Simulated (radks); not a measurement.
Coulomb parameter of the 4f shell of neutral promethium in the model configuration [Xe] 4f3 6s2 6p2, as a second difference U = [E(n + 0.5) + E(n - 0.5) - 2 E(n)] / (0.5)^2 with all orbitals relaxed. "Bare": the charge of the atom changes with n. "Screened": the 6p shell takes up the change at fixed total charge, which measures U(4f,4f) + U(6p,6p) - 2 U(4f,6p). All-electron calculation, Dirac Kohn-Sham, PBE, spin-unpolarised, spherical densities, point nucleus; open shells are shared between the two j in proportion to 2j + 1. Program: a radial shooting solver on a logarithmic mesh with Libxc functionals.

[
 {"case": "start", "configuration": "[Xe] 4f3 6s2 6p2", "E - E(n) (eV)": "0.000"},
 {"case": "bare +0.5", "configuration": "[Xe] 4f3.5 6s2 6p2", "E - E(n) (eV)": "-8.428"},
 {"case": "bare -0.5", "configuration": "[Xe] 4f2.5 6s2 6p2", "E - E(n) (eV)": "12.364"},
 {"case": "screened +0.5", "configuration": "[Xe] 4f3.5 6s2 6p1.5", "E - E(n) (eV)": "-7.594"},
 {"case": "screened -0.5", "configuration": "[Xe] 4f2.5 6s2 6p2.5", "E - E(n) (eV)": "10.041"}
]

U(bare) = 15.742 eV, U(screened by 6p) = 9.786 eV, against the Slater integral F0(4f,4f) = 28.393 eV with frozen orbitals. The step up makes a negative ion, whose loosely bound charge lowers the bare value.
